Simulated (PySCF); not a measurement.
## CoS₂⁺, singlet: structure and spectrum

These are results of PySCF, PBE0, basis Co def2-TZVP, S def2-TZVP (no relativity, density fitting), not measurements.

The structure is a higher-order saddle point with 2 imaginary modes (one degenerate set).

```json
{"Point group": "D∞h", "Bond lengths": "Co–S 1.939 Å (×2)", "Bond angles": "S–Co–S 180.0°", "Lowest empty level": "-11.81 eV", "Dipole moment about the centre of mass": "0.00 D", "Zero-point energy (real modes)": "6.7 kJ/mol", "Principal quadrupole moments (Buckingham, traceless) about the centre of mass": "-6.03, -6.03, 12.05 D Å", "Principal polarisabilities": "36.5, 36.5, 131.1 bohr³", "Highest occupied level": "-14.18 eV", "Rotational constants": "0.0701 cm⁻¹"}
```

Harmonic modes (masses in u: Co 58.933, S 31.972):
| symmetry | ω (cm⁻¹) | IR (km/mol, summed over degenerate members) | type |
| --- | --- | --- | --- |
| πu | 183i | – | bend |
| σg+ | 479 | 0.0 | stretch |
| σu+ | 635 | 57.6 | stretch |

In D∞h the vibrations span πu + σg+ + σu+. The σg+ mode carries no infrared intensity, as symmetry demands. With a centre of inversion only u modes can be infrared active and only g modes Raman active.

Charges (e):
```tsv
atom	Mulliken	Löwdin	polar tensor	Mayer order to Co1
Co1	0.69	-0.14	1.35	–
S2,3	0.15	0.57	-0.17	1.79
```
Other Mayer orders above 0.3: S–S 1.05.

Mulliken populations on Co1: s 6.19, p 12.39, d 7.73, f 0.00.

Outer orbital energies (eV). occupied: -17.74, -17.01, -17.01, -15.16, -15.16, -14.62, -14.18, -14.18; empty: -11.81, -11.23, -11.23, -4.24.

This need not be the most stable arrangement of these atoms. At the minimum of this search the closed-shell solution is unstable towards spin polarisation, so a lower open-shell solution exists.

The final relaxation and frequency run took roughly 2.4 core-minutes on a shared host.
